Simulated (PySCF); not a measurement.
Excitation energy of Nb by level of theory

Nb [Kr] 4d4 5s1 (6D) → Nb [Kr] 4d3 5s1 5p1 (high-spin determinant), as a difference of total energies. Calculation: PySCF 2.14, in def2-TZVPPD with the def2 core potential (28 electrons) (6s4p3d2f1g, 56 functions); scalar relativity through the core potential. Correlated levels: valence and next inner shell: nothing frozen outside the core potential. The calculations carry no spin-orbit coupling.

```tsv
method	excitation energy (cm⁻¹)
UHF	12240
MP2 (valence and next inner shell)	18849
SCS-MP2 (valence and next inner shell)	16187
CCSD (valence and next inner shell)	17474
CCSD(T) (valence and next inner shell)	17792
```

The determinant of the upper state mixes LS terms, which raises its energy above the lowest term, most at the Hartree-Fock and MP2 levels.
